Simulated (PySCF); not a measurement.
# Hartree-Fock beside MP2: AlBCH4

These are calculations, not measurements. They come from PySCF 2.14.0, an open-source quantum chemistry program, on an isolated molecule that a program drew, which may never have been made. The molecule is AlBCH4 (charge 0, singlet), drawn as the SMILES string `C=[B][AlH2]`.

The geometry was optimised and harmonic frequencies were computed with HF and MP2, all in the cc-pV(D+d)Z basis, for the commonest isotopes, with a restricted reference for singlets and an unrestricted one otherwise, and a frozen core in MP2. Each result is a local minimum of its method.

Geometry at the HF minimum:
```xyz
7
AlBCH4, angstrom
C    -0.7534    0.8885    0.5128
B    -1.1701   -0.0496   -0.4304
Al   -1.7993   -1.4659   -1.8549
H     0.2960    1.0603    0.7357
H    -1.4563    1.4972    1.0749
H    -3.3418   -1.6641   -2.1289
H    -0.7231   -2.3171   -2.6365
```

Lengths of the bonds as drawn, in Å (atoms numbered as above):
```
bond,HF,MP2
C1-B2,1.394,1.412
B2-Al3,2.105,2.096
C1-H4,1.086,1.098
C1-H5,1.086,1.098
Al3-H6,1.579,1.579
Al3-H7,1.579,1.579
```

Rotational constants, in GHz:
```
constant,HF,MP2
A,91.86,90.88
B,3.744,3.731
C,3.597,3.584
```

Harmonic frequencies in cm^-1, each column in rising order, so a row needn't be the same motion in every method:
| rank | HF | MP2 |
|---|---|---|
| 1 | 190 | 164 |
| 2 | 195 | 176 |
| 3 | 293 | 301 |
| 4 | 467 | 411 |
| 5 | 478 | 472 |
| 6 | 634 | 607 |
| 7 | 715 | 636 |
| 8 | 834 | 723 |
| 9 | 875 | 797 |
| 10 | 1379 | ? |
| 11 | 1648 | 1533 |
| 12 | 1994 | 1971 |
| 13 | 1996 | 1978 |
| 14 | 3285 | 3175 |
| 15 | 3363 | 3267 |

**Estimate the missing MP2 frequency from the HF column.**

A single factor s that minimises the squared misfit of MP2 against s times HF over the other rows is sum(HF x MP2) / sum(HF^2) = 0.9657, with an rms misfit of 41 cm^-1. For rank 10 it gives 0.9657 x 1379 = 1332 cm^-1. The calculation gives 1273 cm^-1, 59 cm^-1 below the estimate. The drawn bonds are on average 0.5 % longer in MP2 than in HF.
